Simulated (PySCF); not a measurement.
GaF3, SMILES [Ga]([F])([F])[F].

Coordinates come from a PBE0-D3(BJ)/def2-SVP optimisation. The isomer is the one that the SMILES or the coordinates give; other isomers of the formula were not compared.

Level of theory: CAM-B3LYP/def2-TZVPD (PySCF).

Symmetry labels are those of the subgroup C2v that the program uses (full group D3h).

Computed valence orbital energies around the gap with their symmetry:
| orbital | symmetry | energy (eV) |
|---|---|---|
| HOMO−7 | A1 | -14.89 |
| HOMO−6 | B1 | -14.89 |
| HOMO−5 | B2 | -14.31 |
| HOMO−4 | A2 | -13.63 |
| HOMO−3 | B2 | -13.63 |
| HOMO−2 | B1 | -13.53 |
| HOMO−1 | A1 | -13.53 |
| HOMO | B1 | -13.46 |
| LUMO | A1 | -1.72 |
| LUMO+1 | B2 | -0.16 |
| LUMO+2 | A1 | 1.70 |
| LUMO+3 | B1 | 1.70 |
